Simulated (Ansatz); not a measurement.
The lowest singlet and triplet of H2P (SMILES [PH2+]); geometries from B3LYP-D3(BJ)/def2-TZVP, each state relaxed from the structure named, with no frequency check.
Singlet at the triplet's geometry (charge 1, multiplicity 1):
```xyz
3

P     -0.00022     0.08111     0.00000
H     -1.23606    -0.61174     0.00000
H      1.23941    -0.60491     0.00000
```

A positive gap puts the triplet lower; no zero-point energy. R- takes a restricted singlet. U- takes an unrestricted singlet (broken symmetry where lower, unprojected). The triplet is unrestricted in single-reference levels.

Cores are frozen in the correlated methods.

Programs: Ansatz (Gaussian orbitals). 

Problem. One of these levels gives -1.99 kcal/mol for the gap E(singlet) − E(triplet), vertical, at the triplet's geometry. Which?
A) U-B2PLYP/def2-TZVPP (spin-contaminated)
B) R-HF/cc-pV(Q+d)Z
C) R-MP2/cc-pV(Q+d)Z
D) U-SCS-MP2/cc-pV(D+d)Z (spin-contaminated)

Solution. D, U-SCS-MP2/cc-pV(D+d)Z (spin-contaminated). The others give 12.57 (R-HF/cc-pV(Q+d)Z), -4.99 (U-B2PLYP/def2-TZVPP (spin-contaminated)), -0.87 (R-MP2/cc-pV(Q+d)Z)

Doubts at one or more of the structures used: a restricted determinant that unrestricted orbitals would lower (R-HF/cc-pV(Q+d)Z, R-MP2/cc-pV(Q+d)Z).

Ansatz is a program for electronic structure.
